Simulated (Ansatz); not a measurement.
Reaction (redistribution): `CNB[SiH2]O` + `BCCl` → `BC[SiH2]O` + `CNBCl`

Calculated with Ansatz (gas phase, PBE0-D4/def2-TZVP geometries, no zero-point term in ΔE). CCSD(T)/CBS adds triple-zeta CCSD(T) − MP2 to the extrapolated MP2 energy (def2 sets, frozen cores). DFT in def2-TZVPP. Each species was taken in one conformer, which may not be the lowest.

CCSD(T)/CBS gives -2.08 eV.

**Question.** Another level gave -1.97 eV. Which?
A. r2SCAN0-D4/def2-TZVPP
B. ωB97X-V/def2-TZVPP
C. BLYP-D4/def2-TZVPP
D. BHLYP-D4/def2-TZVPP

**Answer.** C. BLYP-D4 -1.97, ωB97X-V -2.04, BHLYP-D4 -2.10, r2SCAN0-D4 -2.15 eV.

Largest T1 diagnostic among the species: 0.013.

Leaving LDA and LC-ωPBE aside and taking each functional with its dispersion term where it has one, the values, not all of them listed here, spread over 0.19 eV, from r2SCAN0-D4 to revPBE-D4. LDA lies −0.09 eV from PBE without D4. From r2SCAN to r2SCAN0 (25 % exact exchange), in def2-TZVPP and without D4, ΔE moves by −0.03 eV.

CCSD(T)/CBS has its own doubt, a few kJ/mol and more with outer-core shells, so smaller differences from it don't rank the levels.
